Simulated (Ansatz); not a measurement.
System: 1,1,1,2-tetrafluoroethane, C$_{2}$H$_{2}$F$_{4}$ (charge 0, singlet). 
Geometry from a B3LYP-D3(BJ)/def2-TZVP (Ansatz, a quantum-chemistry and plane-wave program) optimisation:
```xyz
8

F     -1.6811    -0.9996     0.1245
C     -1.1517     0.2566    -0.0625
C      0.3646     0.1829    -0.0217
F      0.8538    -0.6115    -0.9848
F      0.8125    -0.2755     1.1561
F      0.8677     1.4206    -0.2063
H     -1.4937     0.9174     0.7350
H     -1.4596     0.6393    -1.0362
```

Total electronic energies in hartree. Valence correlation only, unless marked. Spin-orbit coupling is left out. No relativistic terms. Basis-set limits of correlation are two-point, X^-3; Hartree-Fock from the larger set.

```
level                                        program  energy (Eh)
------------------------------------  --------------  -----------
HF/STO-3G                                     Ansatz   -468.12550
RI-HF/aug-cc-pVTZ                             Ansatz   -474.85056
RI-HF/cc-pVQZ                                 Ansatz   -474.88090
PBE-D3(BJ)/def2-TZVPD                 Ansatz + dftd3   -476.53756
PBE-D4/def2-TZVPD                     Ansatz + dftd4   -476.53784
BLYP-D4/def2-TZVPD                    Ansatz + dftd4   -476.95363
revPBE-D4/def2-TZVPD                  Ansatz + dftd4   -476.86040
PBE0/STO-3G                                   Ansatz   -469.62541
PBE0-D4/def2-TZVP                     Ansatz + dftd4   -476.53654
PBE0/def2-TZVP                                Ansatz   -476.53294
LC-wPBE-D3(BJ)/def2-TZVPD             Ansatz + dftd3   -476.74720
LC-wPBE/def2-TZVPD                            Ansatz   -476.74367
B2GP-PLYP-D4/def2-TZVPD               Ansatz + dftd4   -476.65308
B2PLYP-D3(BJ)/def2-TZVPD              Ansatz + dftd3   -476.73077
B2PLYP/def2-TZVPD                             Ansatz   -476.72776
MP2/aug-cc-pVDZ                               Ansatz   -475.80588
MP2/CBS(aug-cc-pVTZ,aug-cc-pVQZ)              Ansatz    -476.4102
MP2/CBS(cc-pVTZ,cc-pVQZ)                      Ansatz    -476.4053
RI-MP2/cc-pVTZ                                Ansatz   -476.16620
CCSD/cc-pVDZ                                  Ansatz   -475.71347
CCSD/cc-pVQZ                                  Ansatz   -476.32264
CCSD(T)/CBS(aug-cc-pVTZ,aug-cc-pVQZ)          Ansatz    -476.4572
CCSD(T)/CBS(cc-pVTZ,cc-pVQZ)                  Ansatz    -476.4554
```

Totals of different functionals don't rank their quality; only differences between species are comparable.
